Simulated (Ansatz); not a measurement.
Species: CClF2, SMILES `F[C](F)Cl` (charge 0, multiplicity 2).

Q: Give a relaxed geometry from PBE0-D3(BJ)/def2-TZVP in Ansatz (a first-principles code).

A: the end point of this relaxation (outside a Z-matrix the atoms follow the SMILES, hydrogens last).
Bonds (Å): F1–C2 1.315, C2–F3 1.315, C2–Cl4 1.720. Bond angles (°): F1–C2–F3 110.5, F1–C2–Cl4 114.1, F3–C2–Cl4 114.1.
